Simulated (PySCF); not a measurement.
Compound: C6H4ClN2 (charge -1).
Geometry (PBE0-D3(BJ)/def2-SVP, Å), atoms numbered from 1 in this order:
```
atom  x, y, z in Å
C1    -1.3542    1.2798   -0.5140
C2     0.0947    1.2805   -0.3955
C3     1.3100    1.2827   -0.2971
C4     2.7330    1.2865   -0.1816
N5     3.4309    0.1934    0.2038
C6     4.7097    0.6176    0.1819
C7     4.7096    1.9574   -0.2204
Cl8    6.1139    2.9847   -0.4165
N9     3.4739    2.3925   -0.4527
H10   -1.7374    2.2880   -0.7491
H11   -1.7102    0.6061   -1.3148
H12   -1.8488    0.9581    0.4203
H13    5.5587   -0.0175    0.4426
```

The calculation used PBE0-D3(BJ)/def2-SVP geometry optimisation, gas phase (PySCF).

Masses are those of the commonest isotopes; rigid-rotor values at the optimised geometry. 

**Question.** Give the principal moments of inertia and the rotational constants in MHz.

**Answer.** Ia = 97.86, Ib = 880.98, Ic = 975.65 u·Å²; 505379 MHz·u·Å²/I gives A = 5164, B = 573.7, C = 518.0 MHz.

**Question.** What kind of rotor is it?

**Answer.** A near-prolate asymmetric top. Ray's parameter κ = (2B − A − C)/(A − C) = -0.976; −1 is the prolate and +1 the oblate limit.

**Question.** Is it planar, by Δ = Ic − Ia − Ib?

**Answer.** Not planar: Δ = Ic − Ia − Ib = -3.18 u·Å². For a rigid frame Δ = −2 Σ m c², so Σ m c² = 1.59 u·Å² lies off the ab plane, practically all of it from hydrogen. The atom farthest from that plane is 0.93 Å away.

**Question.** List the rotational levels J(Ka,Kc) to J = 3 (MHz).

**Answer.** Above 0(0,0):
J = 1: 1(0,1) 1092, 1(1,1) 5682, 1(1,0) 5738
J = 2: 2(0,2) 3274, 2(1,2) 7810, 2(1,1) 7977, 2(2,1) 21750, 2(2,0) 21750
J = 3: 3(0,3) 6547, 3(1,3) 11001, 3(1,2) 11335, 3(2,2) 25024, 3(2,1) 25027, 3(3,1) 48118, 3(3,0) 48118
Those of J = 1 are B + C, A + C and A + B.

**Question.** Which lines would a microwave search look for?

**Answer.** The dipole components (about the centre of mass, as the species is charged) are |μa| = 0.87 D, |μb| = 0.90 D, |μc| = 0.01 D. The squared components, which scale the intensities, stand as 0.93 : 1.00 : 0.00 (a : b : c). Some lines, for components of 0.1 D or more:

```json
{"type": "a", "branch": "R", "J(Ka,Kc)": "2(1,2) ← 1(1,1)", "MHz": "2128", "lower level (cm⁻¹)": "0.190"}
{"type": "a", "branch": "R", "J(Ka,Kc)": "3(2,1) ← 2(2,0)", "MHz": "3277", "lower level (cm⁻¹)": "0.726"}
{"type": "a", "branch": "R", "J(Ka,Kc)": "3(1,2) ← 2(1,1)", "MHz": "3358", "lower level (cm⁻¹)": "0.266"}
{"type": "b", "branch": "Q", "J(Ka,Kc)": "2(1,1) ← 2(0,2)", "MHz": "4703", "lower level (cm⁻¹)": "0.109"}
{"type": "b", "branch": "Q", "J(Ka,Kc)": "3(1,2) ← 3(0,3)", "MHz": "4788", "lower level (cm⁻¹)": "0.218"}
{"type": "b", "branch": "R", "J(Ka,Kc)": "1(1,1) ← 0(0,0)", "MHz": "5682", "lower level (cm⁻¹)": "0.000"}
{"type": "b", "branch": "Q", "J(Ka,Kc)": "2(2,0) ← 2(1,1)", "MHz": "13773", "lower level (cm⁻¹)": "0.266"}
{"type": "b", "branch": "Q", "J(Ka,Kc)": "3(2,2) ← 3(1,3)", "MHz": "14023", "lower level (cm⁻¹)": "0.367"}
{"type": "b", "branch": "R", "J(Ka,Kc)": "2(2,0) ← 1(1,1)", "MHz": "16068", "lower level (cm⁻¹)": "0.190"}
{"type": "b", "branch": "R", "J(Ka,Kc)": "3(3,0) ← 2(2,1)", "MHz": "26369", "lower level (cm⁻¹)": "0.725"}
```

No PBE0-D3(BJ)/def2-SVP frequencies stand behind this structure, so it isn't proved a minimum. The geometry's basis has no diffuse functions, a weakness for an anion. Zero-point vibration and centrifugal distortion are left out. A rigid rotor knows nothing of internal rotation, which can split or shift real lines. Quadrupole hyperfine structure (14N, 35Cl) is left out.
